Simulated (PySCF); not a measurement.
Species: C7H13N.
SMILES with atom numbers: `[CH3:1][CH:2]([CH3:3])[C:4]([CH3:5])([CH3:6])[C:7]#[N:8]` (hydrogens: H9, H10, H11 on C1; H12 on C2; H13, H14, H15 on C3; H16, H17, H18 on C5; H19, H20, H21 on C6)

The calculation used PySCF, TDDFT CAM-B3LYP/def2-SVPD, vertical, gas phase, core orbitals frozen in the response. Geometry: PBE0-D3(BJ)/def2-SVP, one conformer, isolated molecule. Torsions of this conformer, `[CH3:1][CH:2]([CH3:3])[C:4]([CH3:5])([CH3:6])[C:7]#[N:8]`: C1–C2–C4–C5 -57°.

Broadening: Gaussians 0.3 eV wide at half height, area fixed by f = 4.319×10⁻⁹ ∫ε dν̃. The cross-section is σ = 3.8235×10⁻²¹ ε cm², given in Mb (10⁻¹⁸ cm²). The width is an assumption, not a result. The curve ends short of the highest state used, and states not computed would add to its high-energy end.

(λ (nm), σ (Mb)): (143.8, 0.50), (145.0, 0.12), (146.2, 0.03), (147.3, 0.04), (148.5, 0.15), (149.7, 0.46), (150.9, 1.05), (152.1, 1.84), (153.2, 2.45), (154.4, 2.63), (155.6, 2.23), (156.8, 1.50), (158.0, 0.82), (159.1, 0.40), (160.3, 0.16), (161.5, 0.07), (162.7, 0.03), (163.9, 0.02), (165.0, 0.01), (166.2, 0.00), (167.4, 0.00), (168.6, 0.00), (169.8, 0.00), (170.9, 0.00)

**Question.** Where are the band maxima, and which computed states make them?

**Answer.** 154 nm (8.04 eV), ε about 690, made up of S2 (43%) and S3 (57%) (ε in L mol⁻¹ cm⁻¹; maxima over ε = 5, shares over 10%). At its high-energy end, 8.62 eV, the curve is still rising (ε about 130, from S4 and S5). The states used: S1 7.70 eV (f 0.0001); S2 8.04 eV (f 0.0033); S3 8.05 eV (f 0.0044); S4 8.89 eV (f 0.0088); S5 8.96 eV (f 0.013); S6 9.22 eV (f 0.017).

**Question.** What would ε be at 8.04 eV, the highest of these maxima, with half the width (0.15 eV)?

**Answer.** About 1380 L mol⁻¹ cm⁻¹ against 692, a factor of about 1.99; a lone state at its own centre would give exactly 2.

**Question.** Coming from long wavelengths, where does ε first pass 100 L mol⁻¹ cm⁻¹?

**Answer.** At about 159 nm (7.79 eV), 0.09 eV above S1.
